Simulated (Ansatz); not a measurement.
A run on CH4BFTe, SMILES `C[Te]BF` with other settings.

```yaml
crystal:
  periodic: [false, false, false]
  atoms:
    - {symbol: C, position_ang: [-0.644597, 1.095034, -0.588200]}
    - {symbol: Te, position_ang: [0.713072, 0.748588, 1.032948]}
    - {symbol: B, position_ang: [0.828415, -1.358453, 0.720359]}
    - {symbol: F, position_ang: [1.583975, -2.109517, 1.501423]}
    - {symbol: H, position_ang: [-0.869364, 0.134499, -1.047946]}
    - {symbol: H, position_ang: [-1.552883, 1.546388, -0.196754]}
    - {symbol: H, position_ang: [-0.172547, 1.756836, -1.310013]}
    - {symbol: H, position_ang: [0.206129, -1.870376, -0.167618]}
basis:
  gaussian: {orbitals: def2-SVP}
magnetization: {spin_polarized: true, initial_magnetization: 0}
hamiltonian: {xc: {name: PBE0-DH}}
output: {forces: true}
```

```sh
$ ansatz run in.yaml --threads 2 --pin off --events-out ev --progress --plain --max-ram 4352MiB
```

It prints (some lines left out):

```
Functional definition: PBE0-DH
958 factors; integrals over basis functions are off by at most 1.1e-3 eV
mean field evaluation 1: about -11774.2224 eV, gradient 2.3e1 eV
mean field evaluation 2: about -11774.2860 eV, gradient 2.3e1 eV
mean field evaluation 4: about -11776.6603 eV, gradient 1.7e0 eV
mean field evaluation 8: about -11776.6751 eV, gradient 2.3e-1 eV
mean field evaluation 16: about -11776.6754 eV, gradient 4.9e-5 eV
mean field -11776.67535752 eV, -432.7848368714 hartree, gradient 7.5e-6 eV, S^2 0.000000; 0 other end points of the search recorded, 0 dependent functions left out
7 core orbitals not correlated: weight in the atoms' cores, before any rotation towards them, 1.000 or more for the frozen orbitals, at most 0.000 for the correlated occupied ones
reference -11776.67537382 eV, -432.7848374705 hartree; 17, 17 occupied and 64, 64 virtual orbitals, 958 factors
second order -18.03315662 eV of doubles, -0.00000000 eV of singles
Total energy: -11778.92951839 eV, -432.8676757558 hartree
Atom 0 at    -0.644597     1.095034    -0.588200 Å, force     0.091141    -0.037111     0.108732 eV/Å
Atom 1 at     0.713072     0.748588     1.032948 Å, force     0.081418    -0.015418     0.097367 eV/Å
Atom 2 at     0.828415    -1.358453     0.720359 Å, force     0.144001    -0.012935     0.176723 eV/Å
Atom 3 at     1.583975    -2.109517     1.501423 Å, force    -0.069725     0.088948    -0.068218 eV/Å
Atom 4 at    -0.869364     0.134499    -1.047946 Å, force    -0.063527    -0.141518    -0.106305 eV/Å
Atom 5 at    -1.552883     1.546388    -0.196754 Å, force    -0.170665     0.078894     0.048897 eV/Å
Atom 6 at    -0.172547     1.756836    -1.310013 Å, force     0.067367     0.115992    -0.141795 eV/Å
Atom 7 at     0.206129    -1.870376    -0.167618 Å, force    -0.080010    -0.076852    -0.115402 eV/Å
Dipole moment:    -0.235247     0.165050    -0.258131 e Å
```

Hardware: 2 threads of an Arm Neoverse V2 on a shared host. Wall time 7 s, peak host memory 0.28 GiB.
